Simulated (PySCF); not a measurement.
A search over the determinants of SnI

Unrestricted PBE0; Sn x2c-TZVPPall, I x2c-TZVPPall; spin-free X2C with a Gaussian nucleus (PySCF 2.14). Outer shells of the fragments: Sn 4d10 5s2 5p2; I 4d10 5s2 5p5.

Followed along the bond (rough minima from three points):

```csv
2Ms+1,unpaired,⟨S²⟩ at the start,R at minimum (Å),Te (eV)
2,π ↑,0.75,2.73,0.00
4,"σ ↑, π ↑↑",3.76,none in the scan,≤ 2.81
```

Solutions found at the starting distance of 2.660 Å, counted from the lowest of them; the search is not exhaustive and high or unbound solutions are not listed, so other states can lie among these:

| 2Ms+1 | unpaired | term | E (eV) | ⟨S²⟩ | ⟨Lz²⟩ | μ (D) |
| --- | --- | --- | --- | --- | --- | --- |
| 2 | π ↑ | ²Π | 0.00 | 0.75 | 1.01 | -1.83 |
| 2 | σ ↑ | ²Σ⁺ | 2.46 | 0.75 | 0.00 | -1.71 |
| 4 | σ ↑, π ↑↑ | ⁴Σ⁻ | 2.83 | 3.76 | 0.00 | 0.00 |
| 2 | σ ↓, π ↑↑ | mixed | 3.40 | 1.77 | 0.00 | 0.68 |
| 4 | π ↑↑↑ | ⁴Π | 3.47 | 3.76 | 1.01 | 3.23 |
| 2 | π ↑↑↓ | mixed | 3.73 | 1.76 | 3.03 | 3.23 |
| 4 | σ ↑↑, π ↑ | ⁴Π | 4.89 | 3.75 | 1.01 | 0.19 |
| 4 | σ ↑, π ↑↑ | mixed | 5.39 | 3.76 | 2.01 | 3.02 |
| 4 | σ ↑, π ↑↑ | mixed | 5.56 | 3.76 | 2.02 | 2.99 |

A term symbol is given only where ⟨S²⟩ and ⟨Lz²⟩ are close to those of a pure state; real π, δ and φ orbitals otherwise mix terms. A positive dipole means Sn(−)I(+).

Spin–orbit coupling is left out. Counting both spins, an empty level lies below a filled one in some of these solutions, because spin and occupation are held.
